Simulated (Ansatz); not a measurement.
`[CH3][Hf]([CH3])([CH3])[CH3]`, charge 0, multiplicity 1.

Task: Give a relaxed structure at PBE0-D4/def2-TZVP (Ansatz). (Estimate.)

Result: Computed: 
Z-matrix (Å, degrees):
```
C
Hf 1 2.217
H 1 1.097 2 111.7
H 1 1.097 2 111.6 3 -120.0
H 1 1.097 2 111.7 3 120.0
C 2 2.217 1 109.5 3 123.1
C 2 2.217 1 109.5 3 -116.9
C 2 2.217 1 109.5 3 3.1
H 6 1.098 2 111.7 1 -115.6
H 6 1.098 2 111.7 1 4.4
H 6 1.098 2 111.7 1 124.4
H 7 1.097 2 111.7 1 123.8
H 7 1.097 2 111.7 1 3.8
H 7 1.097 2 111.6 1 -116.2
H 8 1.097 2 111.6 1 -116.3
H 8 1.098 2 111.7 1 3.7
H 8 1.098 2 111.7 1 123.7
```
Point group Td.
This is one stationary point; other conformers may exist.
